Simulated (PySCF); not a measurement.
Species: n-GeGeGeSiH10.
Bonds: Ge1–Ge2, Ge2–Ge3, Ge3–Si4. Hydrogens: H5, H6, H7 on Ge1; H8, H9 on Ge2; H10, H11 on Ge3; H12, H13, H14 on Si4.

Method: PySCF 2.14.0, PBE0-D3(BJ)/def2-SVP geometry optimisation, gas phase; density fitting, grid level 1; the optimiser is geomeTRIC in internal coordinates, started from a GFN2-xTB structure with every atom displaced at random (about 0.03 Å).

At the end of the run (lengths in Å): Si4–H14 1.496, Ge1–Ge2 2.423, Ge1–H6 1.540, Ge3–H10 1.543, Ge2–H8 1.542, Ge1–H7 1.541, Ge3–Si4 2.383, H8–Ge2–H9 108.0°, H10–Ge3–H11 107.9°, H5–Ge1–H6 108.7°, Ge2–Ge3–Si4 109.4°, Ge1–Ge2–Ge3–Si4 63°, H8–Ge2–Ge1–H5 -68°, H10–Ge3–Ge2–Ge1 -58°.

Question: These geometries were met on the way; a selection of coordinates is given. Order them by energy above the end point, lowest first.
A. Si4–H14 1.495, Ge1–Ge2 2.426, Ge1–H6 1.541, Ge3–H10 1.542, Ge2–H8 1.542, Ge1–H7 1.540, Ge3–Si4 2.384, H8–Ge2–H9 107.9°, H10–Ge3–H11 108.1°, H5–Ge1–H6 108.2°, Ge2–Ge3–Si4 107.6°, Ge1–Ge2–Ge3–Si4 52°, H8–Ge2–Ge1–H5 -89°, H10–Ge3–Ge2–Ge1 -68°
B. Si4–H14 1.312, Ge1–Ge2 2.317, Ge1–H6 1.612, Ge3–H10 1.494, Ge2–H8 1.499, Ge1–H7 1.500, Ge3–Si4 2.348, H8–Ge2–H9 96.2°, H10–Ge3–H11 97.2°, H5–Ge1–H6 99.4°, Ge2–Ge3–Si4 117.6°, Ge1–Ge2–Ge3–Si4 39°, H8–Ge2–Ge1–H5 -109°, H10–Ge3–Ge2–Ge1 -96°
C. Si4–H14 1.484, Ge1–Ge2 2.407, Ge1–H6 1.538, Ge3–H10 1.549, Ge2–H8 1.550, Ge1–H7 1.548, Ge3–Si4 2.370, H8–Ge2–H9 101.9°, H10–Ge3–H11 102.0°, H5–Ge1–H6 103.7°, Ge2–Ge3–Si4 115.9°, Ge1–Ge2–Ge3–Si4 38°, H8–Ge2–Ge1–H5 -106°, H10–Ge3–Ge2–Ge1 -91°
D. Si4–H14 1.501, Ge1–Ge2 2.428, Ge1–H6 1.542, Ge3–H10 1.546, Ge2–H8 1.547, Ge1–H7 1.544, Ge3–Si4 2.378, H8–Ge2–H9 105.4°, H10–Ge3–H11 105.3°, H5–Ge1–H6 107.1°, Ge2–Ge3–Si4 114.2°, Ge1–Ge2–Ge3–Si4 38°, H8–Ge2–Ge1–H5 -105°, H10–Ge3–Ge2–Ge1 -87°
E. Si4–H14 1.489, Ge1–Ge2 2.428, Ge1–H6 1.541, Ge3–H10 1.542, Ge2–H8 1.541, Ge1–H7 1.539, Ge3–Si4 2.384, H8–Ge2–H9 108.3°, H10–Ge3–H11 108.5°, H5–Ge1–H6 108.5°, Ge2–Ge3–Si4 110.0°, Ge1–Ge2–Ge3–Si4 41°, H8–Ge2–Ge1–H5 -99°, H10–Ge3–Ge2–Ge1 -79°

Answer: A (0.011 eV), E (0.029 eV), D (0.060 eV), C (0.146 eV), B (0.910 eV).

| step | E above end (eV) | rms distance from the end, all atoms (Å) | largest force (eV/Å) | rms shift of all bonds from the end (Å) |
| --- | --- | --- | --- | --- |
| 8 | 0.011 | 0.342 | 0.074 | 0.001 |
| 5 | 0.029 | 0.561 | 0.114 | 0.003 |
| 2 | 0.060 | 0.651 | 0.276 | 0.003 |
| 1 | 0.146 | 0.665 | 0.707 | 0.008 |
| 0 | 0.910 | 0.681 | 5.544 | 0.068 |

Rows stand in the order of the answer.
